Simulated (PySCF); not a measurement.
**Radial density of Ni⁺ (nickel, charge +1)**

MN15, [Ar] 3d9, 2D determinant. All numbers are calculated (PySCF 2.14, the non-relativistic Hamiltonian (point nucleus), in aug-cc-pVDZ (7s6p4d2f, 59 functions)).

| r (bohr) | 4πr²ρ (e/bohr) | 4πr²(ρα − ρβ) |
| --- | --- | --- |
| 0.000960 | 0.1636 | 0.0000 |
| 0.00161 | 0.4461 | 0.0000 |
| 0.00271 | 1.187 | 0.0000 |
| 0.00457 | 3.027 | -0.0001 |
| 0.00768 | 7.197 | -0.0001 |
| 0.0129 | 15.21 | -0.0003 |
| 0.0217 | 26.43 | -0.0005 |
| 0.0365 | 33.64 | -0.0007 |
| 0.0615 | 29.17 | -0.0007 |
| 0.103 | 28.50 | 0.0063 |
| 0.174 | 38.18 | 0.0771 |
| 0.293 | 22.67 | 0.3853 |
| 0.492 | 17.98 | 0.8950 |
| 0.828 | 17.36 | 0.8940 |
| 1.39 | 4.833 | 0.3626 |
| 2.34 | 0.6954 | 0.0482 |
| 3.94 | 0.05566 | -0.0016 |
| 6.63 | 9.508e-05 | 0.0000 |
| 11.1 | 1.812e-05 | 0.0000 |
